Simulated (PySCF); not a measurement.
**Radial density of Ti²⁺ (titanium, charge +2)**

PW91, [Ar] 3d1 4s1, 4s spin antiparallel (an excited configuration). All numbers are calculated (PySCF 2.14, the non-relativistic Hamiltonian (point nucleus), in dyall-av2z).

```
r (bohr)  4πr²ρ (e/bohr)  4πr²(ρα − ρβ)
 0.00138          0.1612        -0.0001
 0.00232          0.4379        -0.0003
 0.00391           1.155        -0.0008
 0.00658           2.907        -0.0019
  0.0111           6.749        -0.0044
  0.0186           13.72        -0.0087
  0.0313           22.39        -0.0127
  0.0526           25.90        -0.0096
  0.0885           20.73        -0.0001
   0.149           22.31        -0.0128
   0.250           27.47         0.0246
   0.421           12.29         0.2842
   0.709           9.088         0.5709
    1.19           7.175         0.6698
    2.01           1.232        -0.0797
    3.37          0.3623        -0.3219
    5.67         0.01580        -0.0153
    9.54       1.502e-05         0.0000
    16.0       6.251e-05        -0.0001
```

With the s spin flipped the determinant is a mixture of two multiplicities, not a spectroscopic state.
